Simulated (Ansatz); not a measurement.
Reaction (cleavage of the Si–B bond): `FB([SiH3])[SeH]` + `[OH][Sn][F]` → `[F][Sn][O][SiH3]` + `FB[SeH]`

Computed with Ansatz on PBE0-D4/def2-TZVP structures; ΔE is electronic, products minus reactants. CBS: MP2 limit from def2 TZ/QZ plus the TZ coupled-cluster correction, frozen cores. DFT in def2-TZVPP. B3LYP here is the variant with VWN-RPA as its local correlation; programs differ in this. def2 core potentials past Kr. For Se, Sn outer-core shells are correlated without core-valence functions, which leaves a few kJ/mol of doubt a bond. Scalar relativity is left out up to krypton. Each species was taken in one conformer, which may not be the lowest.

```csv
level,ΔE (kcal/mol)
PBE0,-27.6
B3LYP,-31.0
```

Task: What does CCSD(T)/CBS give? (Best estimate.)

Result: Ansatz gave: -31.2 kcal/mol. The listed levels differ from it by 3.6, 0.2 kcal/mol.

Largest T1 diagnostic among the species: 0.018.

In def2-TZVPP, CCSD(T) changes the Hartree–Fock value by +7.2 kcal/mol (the triples alone add +1.1 kcal/mol) and MP2 by +5.3 kcal/mol. From PBE to PBE0 (25 % exact exchange), in def2-TZVPP and without D4, ΔE moves by −2.8 kcal/mol.
